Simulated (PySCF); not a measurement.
C₂H₇BrGe, SMILES [CH3][GeH]([CH3])[Br]. Geometry optimised at PBE0-D3(BJ)/def2-SVP.

Computed equilibrium geometry at PBE0-D3(BJ)/def2-SVP (PySCF confirms it by a frequency run) as Cartesian coordinates in Å, and its point group:
point group Cs.
```xyz
11

Ge     0.7720    -0.3261     0.0000
C      1.4908     0.4726     1.6191
C      1.4908     0.4726    -1.6191
Br    -1.5230     0.0814     0.0000
H      0.9227    -1.8594     0.0000
H      2.5753     0.2927     1.6773
H      1.0096     0.0375     2.5058
H      1.3087     1.5566     1.6139
H      1.0096     0.0375    -2.5058
H      2.5753     0.2927    -1.6773
H      1.3087     1.5566    -1.6139
```
